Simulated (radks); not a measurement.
Q: Ir2+, 75 electrons, occupied as [Xe] 4f14 5d(up 4.625, down 2.375) (fractional occupations, a model configuration). All-electron calculation, scalar-relativistic Kohn-Sham, LDA (Slater exchange, Perdew-Wang correlation), spin-polarised, spherical densities, point nucleus. Program: a radial shooting solver on a logarithmic mesh with Libxc functionals. Some entries of the table are withheld. Estimate them.

| orbital | occ. | eigenvalue (hartree) | <1/r> (bohr^-1) | r(max) (bohr) |
|---|---|---|---|---|
| 1s up | 1 | -2796.413 | 92.18 | 0.01083 |
| 1s down | 1 | -2796.413 | 92.18 | 0.01083 |
| 2s up | 1 | -489.7708 | 21.59 | 0.06233 |
| 2s down | 1 | -489.7657 | 21.59 | 0.06233 |
| 2p up | 3 | -425.7035 | 19.35 | 0.05139 |
| 2p down | 3 | -425.6993 | 19.35 | 0.05139 |
| 3s up | 1 | -115.0384 | 7.998 | 0.1758 |
| 3s down | 1 | -115.0359 | 7.998 | 0.1758 |
| 3p up | 3 | -96.30956 | 7.334 | 0.1746 |
| 3p down | 3 | -96.30691 | 7.334 | 0.1746 |
| 3d up | 5 | -75.66910 | 6.916 | 0.1421 |
| 3d down | 5 | -75.66527 | 6.916 | 0.1421 |
| 4s up | 1 | -25.03142 | 3.419 | 0.3973 |
| 4s down | 1 | -25.02618 | 3.419 | 0.3973 |
| 4p up | 3 | -18.88722 | 3.095 | 0.4176 |
| 4p down | 3 | -18.88195 | 3.095 | 0.4176 |
| 4d up | 5 | -11.34372 | 2.766 | 0.4263 |
| 4d down | 5 | -11.33744 | 2.767 | 0.4263 |
| 5s up | 1 | -4.28208 | 1.379 | 0.8903 |
| 5s down | 1 | -4.24519 | 1.383 | 0.8888 |
| 4f up | 7 | -2.95438 | 2.315 | 0.3943 |
| 4f down | 7 | -2.94481 | 2.318 | 0.3943 |
| 5p up | 3 | (1) | 1.167 | 1.003 |
| 5p down | 3 | (2) | 1.171 | 1.001 |
| 5d up | 4.625 | -0.93002 | (3) | 1.296 |
| 5d down | 2.375 | -0.88084 | (4) | 1.293 |

A: 
(1) 5p up eigenvalue (hartree): -2.69268
(2) 5p down eigenvalue (hartree): -2.64791
(3) 5d up <1/r> (bohr^-1): 0.8039
(4) 5d down <1/r> (bohr^-1): 0.8005
